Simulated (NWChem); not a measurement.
System: C₃H₂ClF; SMILES C=C=C(F)Cl

Input file for NWChem:

```
start job
memory heap 200 mb stack 900 mb global 1100 mb
geometry units angstroms noautosym nocenter noautoz
  C      0.587190     2.404814     0.000000
  C      0.112293     1.187553     0.000000
  C     -0.349761    -0.030093     0.000000
  F     -1.655534    -0.333268     0.000000
  Cl     0.652637    -1.456219     0.000000
  H      0.794145     2.939344    -0.926749
  H      0.794145     2.939344     0.926749
end
basis spherical
  * library pcsseg-1
end
dft
  xc xpbe96 cpbe96
  iterations 150
end
property
  shielding 6 1 2 3 4 5 6
end
task dft property
```

Geometry: optimised at B3LYP/6-31G* (spherical d).

GIAO values for the isolated, static molecule; σ is the absolute isotropic shielding, δ = σ(reference) − σ with the isolated reference molecule computed at the same levels (13C: tetramethylsilane, 19F: trichlorofluoromethane, 1H: tetramethylsilane).

Atoms are numbered as in the input.

Give the results of this calculation. (PBE/pcSseg-1, GIAO.) Quantities: δ C1 (ppm); δ C2 (ppm); δ C3 (ppm); δ F4 (ppm); σ Cl5 (ppm); δ H6 (ppm).

The δ C1 (ppm) is 102.1, the δ C2 (ppm) comes out as 210.5 and the δ C3 (ppm) is 153.9. The δ F4 (ppm) is -119.1, the σ Cl5 (ppm) is 633.0 and the δ H6 (ppm) is 6.09.
